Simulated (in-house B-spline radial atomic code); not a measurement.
Solving the quasi-particle equation for 4s of Ga⁺

Configuration [Ar] 3d10 4s2, start PBE; correlation leaves out the 2 deepest shells. Computed with an all-electron radial atomic-structure program (B-spline basis): all electrons, scalar-relativistic (spin-free one-electron X2C), finite nucleus, each spin shell either full or empty, empty states to l = 9 with an (l + 1/2)⁻⁴ tail; G0W0 by contour deformation at full frequency.

At the mean-field level ε = -16.326 eV the matrix elements are Σx = -14.636 eV, v_xc = -11.762 eV and Σc(ε) = -2.035 eV, and the slope of the correlation self-energy is dΣc/dω = -0.0898. The quasi-particle energy solves E = ε + Σx − v_xc + Σc(E).

What does the linearised equation give?

Z = 1/(1 − dΣc/dω) = 1/1.0898 = 0.9176. The first-order shift is Σx − v_xc + Σc(ε) = -14.636 − (-11.762) + (-2.035) = -4.909 eV, so E ≈ ε + Z × shift = -16.326 + 0.9176 × (-4.909) = -20.830 eV.

How does that compare with the full solution and with static screening?

Solving the equation at full frequency dependence gives E = -20.832 eV, where Σc = -1.631 eV and the weight is 0.913; the linearised value is off by 1 meV. Leaving Z out would give -21.235 eV. Static COHSEX puts -3.778 eV in place of Σc and gives -22.978 eV, 2.15 eV deeper. The tabulated removal energy is 20.515 eV (NIST, measured); the run leaves out spin-orbit coupling, Breit and QED terms.
